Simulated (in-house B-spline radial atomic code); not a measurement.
The numbers below are computed, except where a source is named.
**Making a Troullier-Martins s channel for V, r_c = 0.93 bohr**

V, [Ar] 3d3 4s2, non-relativistic PBE, spherical and spin-unpolarised, from a B-spline radial code for spherical atoms (atomic units). The all-electron 3s level is ε = -2.541558 hartree, its outermost node lies just inside 0.39 bohr and its outer maximum at 0.82 bohr.

Inside r_c the pseudo-orbital is u(r) = r^1 exp(p(r)), with p = c0 + c2 r² + c4 r⁴ + … + c12 r¹². The seven coefficients follow from p and its first four derivatives at r_c, from zero curvature of the screened potential at the origin, c4 = −c2²/(2l + 5), and from the norm inside r_c. At r_c the all-electron orbital has P = 1.107852, P' = -0.618524, the screened potential V = -4.550674, V' = 10.61064, V'' = -32.54261, and the norm inside is Q = 0.5135056.

What are p, p' and p'' at r_c?

p = ln(P/r_c^1) = ln(1.107852/0.93) = 0.17499. p' = P'/P − 1/r_c = -0.55831 − 1.07527 = -1.63358. The radial equation gives p'' = 2(V − ε) − 2(1) p'/r_c − p'² = -4.01823 − (-3.51307) − 2.66858 = -3.17374. Differentiating, p''' = 2V' + 2(1)p'/r_c² − 2(1)p''/r_c − 2p'p'' = 13.9, and p'''' = 2V'' − 4(1)p'/r_c³ + 4(1)p''/r_c² − 2(1)p'''/r_c − 2p''² − 2p'p''' = -76.264.

For a trial c2 the five matching conditions are linear in c0, c6, c8, c10 and c12, and c2 is varied until the norm inside r_c equals Q. The root nearest zero gives:

```json
{"n": "0", "c_n": "-0.186868"}
{"n": "2", "c_n": "2.762592"}
{"n": "4", "c_n": "-1.526383"}
{"n": "6", "c_n": "-8.370187"}
{"n": "8", "c_n": "14.79014"}
{"n": "10", "c_n": "-9.824923"}
{"n": "12", "c_n": "2.409324"}
```

Check c4 and p(r_c), and find the screened pseudopotential at the origin.

−c2²/5 = -1.52638, as listed. The terms c_n r_c^n are -0.18687, 2.38937, -1.14181, -5.41543, 8.27629, -4.75509, 1.00853, which sum to 0.17499. Inverting the radial equation, V_l(r) = ε + 1 p'/r + (p'' + p'²)/2, so V_l(0) = ε + (2l + 3) c2 = -2.541558 + 3 × (2.76259) = 5.7462 hartree, finite where the all-electron potential diverges.

Orbitals and screened potentials:

| r (bohr) | P | u | V all-electron | V pseudo |
| --- | --- | --- | --- | --- |
| 0.093 | -0.04105 | 0.079 | -183.4 | 5.731 |
| 0.232 | -0.5881 | 0.2221 | -52.71 | 5.185 |
| 0.372 | -0.05419 | 0.4318 | -25.15 | 2.596 |
| 0.512 | 0.5972 | 0.7194 | -14.37 | -2.441 |
| 0.651 | 0.9956 | 1.0 | -9.37 | -6.622 |
| 0.79 | 1.138 | 1.137 | -6.416 | -6.511 |
| 0.93 | 1.108 | 1.108 | -4.551 | -4.551 |

Logarithmic derivatives P'/P at R = 1.23 bohr, for energies E around ε:

```csv
E − ε (hartree),all-electron,pseudo
-0.5,-0.385486,-0.386939
-0.25,-0.829912,-0.830415
-0.1,-1.14136,-1.1415
0,-1.37245,-1.3725
0.1,-1.62584,-1.626
0.25,-2.05639,-2.05731
0.5,-2.95521,-2.96032
```

With P(R) = 0.81339 and a norm of 0.7994247 inside R, what slope in energy does norm conservation fix?

d(P'/P)/dE = −2 × (norm inside R)/P(R)² = -2.4166 per hartree·bohr at E = ε, for both atoms, since orbital and norm agree at R. Differences over ±0.1 hartree give -2.4224 (all-electron) and -2.4225 (pseudo), which also hold third-order terms. Half a hartree below ε the two curves differ by -0.0015.
